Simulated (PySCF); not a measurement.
Gas-phase reaction: HfCl3OH + HCl = HfCl4 + H2 + O

Method: PySCF energies plus ideal-gas RRHO corrections (1 bar). † marks an energy on the PBE0/def2-TZVP geometry and frequencies. CCSD(T) freezes the core. Open shells (unrestricted): O (multiplicity 3, electronic degeneracy 9); the rest are closed-shell singlets. Spin-orbit splitting is ignored; it lowers the true energy and changes the entropy of O. Hf: scalar-relativistic def2 core potential, no spin-orbit coupling. HfCl3OH: computed as isolated molecules; such fragments, hydroxides, amides, oligomers or adducts are transient or little studied in the gas. CCSD(T) isn't extrapolated to the basis-set limit; its ΔH°(298 K) is 437.8 kJ in def2-SVP and 461.7 kJ in def2-TZVPP. The harmonic model lacks anharmonicity and excited electronic states, which grow with temperature; levels with a mode under 35 cm⁻¹ are left out. Soft modes under 120 cm⁻¹ make the harmonic entropy rough for HfCl3OH, HfCl4.

```
level                ΔE electronic, kJ  ΔH°(298 K), kJ  ΔS°(298 K), J/K  ΔG°(800 K), kJ
-------------------  -----------------  --------------  ---------------  --------------
BLYP/def2-TZVP†                    489             473               90             399
CCSD(T)/def2-TZVPP†                478             462               90             387
HF/def2-TZVP†                      278             262               90             187
PBE0/def2-QZVP†                    491             475               90             400
PBE0/def2-SVP†                     486             470               90             396
ωB97X-V/def2-TZVP†                 489             473               90             398
```
ΔH° is lowest at HF/def2-TZVP† and highest at PBE0/def2-QZVP†. No reference value is set beside these.
